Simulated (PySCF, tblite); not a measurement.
Isomers of [C3H4F3O3S]- (charge -1). Computed with GFN2-xTB (tblite): harmonic, unscaled wavenumbers at the GFN2-xTB geometry, gas phase. Errors from tens to a few hundred cm⁻¹ against measured bands are possible. One conformer each.

Electronic energies: PBE0/pcSseg-1 single points on the GFN2-xTB geometries (PySCF, gas phase).

```tsv
SMILES	electronic energy, lowest = 0 (kcal/mol)
CS(=O)(=O)[CH-]OC(F)(F)F	56.9
[CH2-]S(=O)(=O)COC(F)(F)F	62.9
O=S(=O)([O-])CCC(F)(F)F	0.0
```

Task: How do GFN2-xTB zero-point energies change the relative energies?

Result: 
```csv
SMILES,ZPE (kcal/mol),of it from modes above 1550 cm⁻¹,electronic (kcal/mol),"with ZPE, lowest = 0 (kcal/mol)",lowest mode (cm⁻¹),rings
O=S(=O)([O-])CCC(F)(F)F,50.3,17.2,0.0,0.0,39,0
CS(=O)(=O)[CH-]OC(F)(F)F,47.8,17.3,56.9,54.5,29,0
[CH2-]S(=O)(=O)COC(F)(F)F,48.0,17.2,62.9,60.6,44,0
```

The zero-point energies span 2.5 kcal/mol, from `CS(=O)(=O)[CH-]OC(F)(F)F` to `O=S(=O)([O-])CCC(F)(F)F`. The order is unchanged.

Task: And how do the electronic energies of GFN2-xTB itself compare?

Result: `O=S(=O)([O-])CCC(F)(F)F` 0.0; `CS(=O)(=O)[CH-]OC(F)(F)F` 50.2; `[CH2-]S(=O)(=O)COC(F)(F)F` 65.2 kcal/mol, lowest = 0. Against the energies above, taken from the same isomer `O=S(=O)([O-])CCC(F)(F)F`, the largest difference is 6.7 kcal/mol.

Task: What do entropy and thermal enthalpy add at 298.15 K and 1 bar (rigid rotor, harmonic oscillator, one conformer each)?

Result: 
| SMILES | point group | symmetry number | S (cal/(mol K)) | H − H(0) (kcal/mol) | ZPE + H − H(0) − TS (kcal/mol) |
| --- | --- | --- | --- | --- | --- |
| O=S(=O)([O-])CCC(F)(F)F | Cs | 1 | 101.8 | 6.94 | 26.9 |
| CS(=O)(=O)[CH-]OC(F)(F)F | C1 | 1 | 107.3 | 7.58 | 23.4 |
| [CH2-]S(=O)(=O)COC(F)(F)F | C1 | 1 | 103.2 | 7.33 | 24.5 |
